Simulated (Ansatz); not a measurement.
Calculated with Ansatz (gas phase, PBE0-D4/def2-TZVP geometries, no zero-point term in ΔE). CCSD(T)/CBS is the MP2 limit (def2-TZVPP, def2-QZVPP) plus CCSD(T) − MP2 in def2-TZVPP, frozen cores. This one scheme is used for every species. One conformer a species, not always the lowest.

Consider the formal exchange of groups at a C–Si bond: `C=C[Si](O)(Cl)Cl` + `[NH2][AlH2]` → `C=[CH][AlH][NH2]` + `O[SiH](Cl)Cl`.

`C=C[Si](O)(Cl)Cl`:

```xyz
10

C    -0.421   -0.944    1.436
C     0.583   -0.367    0.782
Si    0.332    0.538   -0.792
O    -1.248    0.475   -1.167
Cl    0.953    2.483   -0.621
Cl    1.460   -0.284   -2.292
H    -0.263   -1.479    2.369
H    -1.439   -0.905    1.065
H     1.591   -0.427    1.186
H    -1.549    0.910   -1.967
```

`[NH2][AlH2]`:

```xyz
6

N    -0.718   -0.602   -0.045
Al    0.634    0.532    0.040
H    -1.004   -1.096   -0.875
H    -1.313   -0.848    0.730
H     1.462    0.797   -1.284
H     0.939    1.217    1.434
```

`C=[CH][AlH][NH2]`:

Z-matrix (Å, degrees):
```
C
C 1 1.335
H 1 1.089 2 122.9
H 1 1.088 2 122.2 3 180.0
Al 2 1.944 1 123.1 3 -179.9
H 2 1.091 1 116.0 3 -0.0
N 5 1.769 2 119.0 1 -1.3
H 5 1.585 2 123.5 1 178.7
H 7 1.007 5 126.3 2 -0.4
H 7 1.007 5 123.7 2 179.8
```

`O[SiH](Cl)Cl`:

```xyz
6

O     0.795   -0.416    0.996
Si   -0.050   -0.112   -0.354
Cl    0.280    1.791   -1.018
Cl   -2.056   -0.307   -0.030
H     0.644    0.120    1.776
H     0.387   -1.076   -1.370
```

```
           species  HF/def2-SVP energy (Eh)
`C=C[Si](O)(Cl)Cl`              -1360.50852
     `[NH2][AlH2]`               -298.59860
`C=[CH][AlH][NH2]`               -375.43187
    `O[SiH](Cl)Cl`              -1283.67194
```

Q: Work out ΔE.

A: ΔE = (-375.43187) + (-1283.67194) − (-1360.50852) − (-298.59860) = 0.00331 Eh = +8.7 kJ/mol. CCSD(T)/CBS gives +7.7 kJ/mol.

Largest T1 diagnostic among the species: 0.012.

The D4 term adds +6.7 kJ/mol with B3LYP and +3.8 kJ/mol with PBE0; it sums over pairs of atoms, weighted by their polarisabilities, and B3LYP, whose exchange is more repulsive, gets the larger term. Leaving LDA and LC-ωPBE aside and taking each functional with its dispersion term where it has one, the values, not all of them listed here, spread over 14.5 kJ/mol, from B2PLYP to B97M-V. LDA lies +7.3 kJ/mol from PBE without D4.

B3LYP here is the variant with VWN-RPA as its local correlation; programs differ in this.
